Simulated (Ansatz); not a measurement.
Species: sum formula H8Si3O4, charge 0, multiplicity 1. SMILES: O[Si](O)(O[SiH3])O[SiH3]
Coordinates optimised at B3LYP-D3(BJ)/def2-TZVP (Ansatz, a quantum-chemistry and plane-wave program):
```xyz
15

O     -0.7783    -1.9562     0.1657
Si    -0.0314    -0.6067    -0.3757
O      0.6370    -0.7764    -1.8578
O     -1.1750     0.5391    -0.4119
Si    -2.4847     1.1025     0.4054
O      1.1916    -0.2169     0.6115
Si     2.5760     0.6652     0.6892
H     -0.2366    -2.7183     0.3835
H      0.0507    -0.8790    -2.6110
H     -3.6821     0.3091     0.0511
H     -2.2547     1.0251     1.8658
H     -2.6913     2.5119     0.0092
H      3.6933    -0.0921     0.0833
H      2.8687     0.9200     2.1158
H      2.4087     1.9529    -0.0218
```
Charge 0, spin multiplicity 1.

Property: atomisation energy (electronic, to ground-state atoms), in kJ/mol. Valence correlation only, unless marked. UHF or UKS for open shells. Spin-orbit coupling is left out. Non-relativistic. The coupled-cluster limit lacks core correlation, which all-electron functionals hold. Basis-set limits of correlation are two-point, X^-3; Hartree-Fock from the larger set.

| level | program | atomisation energy (kJ/mol) |
|---|---|---|
| HF/aug-cc-pV(T+d)Z | Ansatz | 4209.7 |

Task: What does CCSD(T)/CBS(cc-pV(T+d)Z,cc-pV(Q+d)Z) (Ansatz) give?

Result: 5765.4 kJ/mol, so HF/aug-cc-pV(T+d)Z differs from it by -1555.7 kJ/mol.
